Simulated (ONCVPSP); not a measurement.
## Varying the ONCV potential for lanthanum

Base potential:

La, optimised norm-conserving Vanderbilt (ONCV), made with ONCVPSP 4.0.1 (PBEsol, fully relativistic). Core [Kr] 4d10, reference 5s2 5p6 5d1 (charge +2). Waves: 5s: rc 2.70 bohr, ncon 4, nbas 7, qcut 4.7 1/bohr, 2 projectors, debl 1.7 Ha; 5p: rc 2.00 bohr, ncon 4, nbas 8, qcut 3.3 1/bohr, 3 projectors, debl 0.4 Ha; 5d: rc 3.70 bohr, ncon 4, nbas 9, qcut 3.7 1/bohr, 3 projectors, debl 3.7 Ha; f scattering state at 0.42 Ha: rc 3.35 bohr, ncon 5, nbas 9, qcut 3.7 1/bohr, 2 projectors, debl 1.5 Ha. Local part: polynomial inside 1.40 bohr (lpopt 5, dvloc0 2 Ha). Core correction: none.

Open shells are filled in proportion to 2j + 1.

In the s channel the program set the typed energies aside and used -1.893, 0.050 Ha. In the p channel the program set the typed energies aside and used -1.254, 0.250, 0.650 Ha (j = l + 1/2; the other j can differ). In the f channel the program set the typed energies aside and used -0.621, 0.879 Ha (j = l + 1/2; the other j can differ).

All-electron outer shells of the reference configuration (PBEsol, scalar-relativistic, ld1.x):

```
shell  level (eV)  outermost node (bohr)  outermost maximum (bohr)
   5p      -34.92                   0.83                      1.58
   5d      -14.66                   0.95                      2.13
```

Cutoffs, loose and tight: the cutoffs (Ha) at which the residual kinetic energy of the hardest occupied pseudo-wave falls to 1 and 0.1 mHa per electron. They do not see the model core or the augmentation charge, which bear on the density cutoff. Test errors are all-electron minus pseudo excitation energies from the reference, over the configurations 5s2 5p6 5d1 6s2; 5s2 5p6 5d1 6s1; 5s2 5p6 5d0; 5s2 5p6 5d1 6p1. A dash means not determined; rows that change the core or the reference have their own tests.

1 further variants are left out, since the program set their typed debl aside.

A true bound ghost makes a file unfit for plane-wave use even where its test errors are small: the radial tests pick states by their node count and pass the ghost by.

```csv
change,outcome,"cutoff, loose","cutoff, tight",bound ghosts,GHOST(+) flags above zero,largest test error (meV)
base,"generated, projector energies reset by the program",33 Ha,51 Ha,d3/2,"s, p3/2, d5/2, p1/2",-57
p: qcut 2.1,"generated, projector energies reset by the program",17 Ha,47 Ha,"p1/2, d3/2","s, p3/2, d5/2, p1/2",-58
p: nbas 7,"generated, projector energies reset by the program",29 Ha,37 Ha,d3/2,"s, p3/2, d5/2, p1/2",-58
p: qcut 3.2,"generated, projector energies reset by the program",36 Ha,51 Ha,d3/2,"s, p3/2, d5/2, p1/2",-57
"all radii scaled by about 1.11 (s 3.00, p 2.22, d 4.10, f 3.72 bohr); local potential polynomial inside 1.56 bohr (lpopt 5, dvloc0 2 Ha)","generated, projector energies reset by the program",7.7 Ha,38 Ha,"p3/2, p1/2, d3/2","s, p3/2, d5/2, p1/2",+61
d: rc 4.8,"generated, projector energies reset by the program",33 Ha,51 Ha,d5/2,"s, p3/2, p1/2",+137
"local potential polynomial inside 1.40 bohr (lpopt 5, dvloc0 9.5 Ha)","generated, projector energies reset by the program",33 Ha,51 Ha,"d5/2, p1/2","p3/2, p1/2, d3/2",-70
"p: rc 1.34; local potential polynomial inside 1.34 bohr (lpopt 5, dvloc0 2 Ha)","generated, projector energies reset by the program",101 Ha,122 Ha,"p3/2, p1/2, d3/2, s","p3/2, d5/2, p1/2",-48
```
